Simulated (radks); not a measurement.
The numbers below are computed, except where a source is named.
All-electron atom: the xenon ion Xe37+ in [Ne] 3s2 3p5. Code: a radial shooting solver on a logarithmic mesh with Libxc functionals. Model: non-relativistic Kohn-Sham, LB94 model potential, spin-polarised, spherical densities, point nucleus; open shells are filled with parallel spins first (spin-orbit coupling, left out, can overturn this in heavy ions); relativity is left out, which matters for an element this heavy.

Unscreened Slater integrals over Kohn-Sham orbitals (eV). They are taken over the spin-up orbitals.

| integral | value |
|---|---|
| F0(3p,3p) | 88.217 |
| F2(3p,3p) | 44.498 |
| F0(3p,3s) | 85.811 |
| G1(3p,3s) | 55.022 |
| F0(3p,2p) | 116.53 |
| F2(3p,2p) | 29.664 |
| G0(3p,2p) | 11.585 |
| G2(3p,2p) | 12.843 |
| F0(3s,3s) | 83.863 |
| F0(3s,2p) | 109.95 |
| G1(3s,2p) | 11.177 |
| F0(2p,2p) | 243.89 |
| F2(2p,2p) | 116.76 |

Derived for the open shells (J is the average intra-shell exchange parameter used in DFT+U). 3p: J = F2/5 = 8.900 eV.
